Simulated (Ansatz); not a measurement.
Reaction (ligand exchange at the Si–C bond): `OC[SiH2][SeH]` + HCl → `Cl[SiH2][SeH]` + CH₃OH

Isolated molecules relaxed with PBE0-D4/def2-TZVP in Ansatz; ΔE leaves out vibrations. CCSD(T)/CBS is the MP2 limit (def2-TZVPP, def2-QZVPP) plus CCSD(T) − MP2 in def2-TZVPP, frozen cores. This one scheme is used for every species. Functionals use def2-TZVPP. For Se outer-core shells are correlated without core-valence functions, which leaves a few kJ/mol of doubt a bond. Scalar relativity is left out up to krypton. Each species was taken in one conformer, which may not be the lowest.

CCSD(T)/CBS gives -107.4 kJ/mol.

(1) Another level gave -112.2 kJ/mol. Which?
A. PBE0/def2-TZVPP
B. HF/def2-TZVPP
C. BLYP-D4/def2-TZVPP
D. BHLYP-D4/def2-TZVPP

Largest T1 diagnostic among the species: 0.010.

Answers

(1) D. BHLYP-D4 -112.2, BLYP-D4 -103.8, HF/def2-TZVPP -120.6, PBE0 -108.1 kJ/mol.

Leaving LDA and LC-ωPBE aside and taking each functional with its dispersion term where it has one, the values, not all of them listed here, spread over 10.6 kJ/mol, from BHLYP-D4 to revPBE-D4. LDA lies +8.4 kJ/mol from PBE without D4. From BLYP to BHLYP (50 % exact exchange), in def2-TZVPP and without D4, ΔE moves by −5.8 kJ/mol. At CCSD(T), def2-SVP lies +7.8 kJ/mol from the extrapolated value and def2-TZVPP +4.1 kJ/mol.
